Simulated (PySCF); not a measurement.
CH₂ClFO₂Si, SMILES O=CO[Si@@H](F)Cl. Atoms are numbered in the order given.

```xyz
8

O      1.9625     0.3963     0.9174
C      2.0236    -0.2530    -0.0835
O      0.9544    -0.7602    -0.7413
Si    -0.6577    -0.5452    -0.3088
F     -0.9087    -1.1694     1.1527
Cl    -1.1538     1.4357    -0.2966
H      2.9595    -0.5302    -0.6113
H     -1.4346    -1.2897    -1.3062
```
Charge 0, spin multiplicity 1.

The structure is a stationary point at B3LYP-D3(BJ)/def2-SVP. The structure was generated by enumeration; whether it is a known compound was not checked. The values are those of a single conformer.

Computed with PySCF with B3LYP-D3(BJ)/def2-SVP.

Frequencies are harmonic and unscaled.

```tsv
mode	ν (cm⁻¹)	IR (km/mol)	moving atoms (share of kinetic energy)
1	64	0.6	O 56 %, F 22 %, Cl 20 %
2	110	0.4	O 59 %, Cl 16 %, F 13 %, C 8 %
3	142	4.7	C 31 %, H 26 %, O 14 %, F 13 %, Cl 10 %
4	236	10.9	F 48 %, Cl 19 %, O 16 %, Si 12 %
5	306	26.2	O 38 %, Cl 22 %, Si 20 %, F 9 %, H 8 %
6	339	37.2	O 37 %, F 26 %, Si 26 %
7	564	65.9	Si 44 %, Cl 40 %
8	726	26.1	O 61 %, H 22 %, Si 11 %
9	774	49.1	O 36 %, Si 29 %, C 28 %
10	840	57.6	H 84 %, F 12 %
11	849	252.7	H 72 %, Si 11 %, O 11 %
12	948	209.4	Si 47 %, F 43 %, H 8 %
13	1040	0.1	H 57 %, C 38 %
14	1195	529.5	O 51 %, C 44 %
15	1395	1.4	H 89 %
16	1856	278.9	C 57 %, O 40 %
17	2353	78.0	H 97 %
18	3048	57.6	H 91 %, C 9 %
```
